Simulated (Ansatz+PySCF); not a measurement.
Values are calculated unless marked as measured or tabulated.
**Cl-H2O → Cl- + H2O**

Cl-H2O (charge -1, multiplicity 1):
```yaml
atoms:
  - { symbol: O, position_ang: [0.0000, -0.3431, -1.9141] }
  - { symbol: H, position_ang: [0.0000, -0.4318, -0.9200] }
  - { symbol: Cl, position_ang: [0.0000, 0.1504, 1.0690] }
  - { symbol: H, position_ang: [0.0000, 0.6200, -1.9401] }
```

H2O (charge 0, multiplicity 1):
```xyz
3

O     0.0000    0.0000   -0.1197
H     0.0000    0.7542    0.4787
H     0.0000   -0.7542    0.4787
```

Shapes relaxed with PBE0/def2-SVP. Single points in def2-SVP with Ansatz (development build ahead of 0.2.0), no zero-point energy. Correlated methods freeze no orbital on H to Be, one on B to Mg, five on Al to Zn, nine on Ga to Sr.

```
              method  reaction energy
   CCSD (restricted)   22.20 kcal/mol
CCSD(T) (restricted)   22.63 kcal/mol
    MP2 (restricted)   22.89 kcal/mol
    PBE (restricted)   26.53 kcal/mol
   PBE0 (restricted)   24.59 kcal/mol
 r2SCAN (restricted)   24.16 kcal/mol
  wB97X (restricted)   24.16 kcal/mol
```

(1) What does HF (restricted) give?

Answers

(1) 18.68 kcal/mol. Caution: no diffuse functions for an anion.
